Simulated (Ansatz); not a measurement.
The same path of CH5FN2Si (10 atoms, charge 0, multiplicity 1) was run 3 times with different band settings. The coordinate that changes most is the angle H6–N1–C2.

All numbers below come from RKS PBE-D4/6-31G (Ansatz 0.2.0).

Relaxed end points:

```xyz
10
Properties=species:S:1:pos:R:3
N -1.561 0.731 0.347
C -1.159 -0.284 -0.317
F -2.023 -1.175 -1.028
N 0.150 -0.662 -0.443
Si 1.448 0.314 0.374
H -2.572 0.900 0.359
H 0.348 -1.489 -0.999
H 2.718 -0.420 0.000
H 1.258 0.311 1.870
H 1.477 1.723 -0.161
```

```xyz
10
Properties=species:S:1:pos:R:3
N -2.006 0.469 0.146
C -1.275 -0.415 -0.412
F -1.933 -1.405 -1.174
N 0.089 -0.652 -0.452
Si 1.334 0.362 0.385
H -1.526 1.191 0.702
H 0.374 -1.463 -1.000
H 2.648 -0.305 0.069
H 1.076 0.385 1.876
H 1.303 1.781 -0.138
```

Common settings: movable images 5; climbing image yes; optimiser quadratic models (default); start path IDPP; end points relaxed.

| run | spring | force threshold | iteration limit |
| --- | --- | --- | --- |
| 1 | 5.0 eV/Å² | 0.05 eV/Å | 22 |
| 2 | 5.0 eV/Å² | 0.5 eV/Å | 29 |
| 3 | 0.5 eV/Å² | 0.05 eV/Å | 40 |

Task: What does each run give, and how far can it be trusted?

Result: Run 1: converged after 7 iterations, highest image 0.695 eV above the first end. A vibrational analysis at the climbing image gives 2 clearly imaginary modes (756i, 117i cm⁻¹): a point of higher order, so a lower path passes nearby.
Run 2: converged after 3 iterations, highest image 0.663 eV above the first end. The threshold of 0.5 eV/Å is loose, so the images may lie well off the minimum-energy path. The order of the stationary point at the top wasn't checked.
Run 3: converged after 7 iterations, highest image 0.695 eV above the first end. Another band between the same ends (5 images) ends at a top of the same energy, where a vibrational analysis finds 2 clearly imaginary modes.
Limits of this set-up: no polarisation functions.
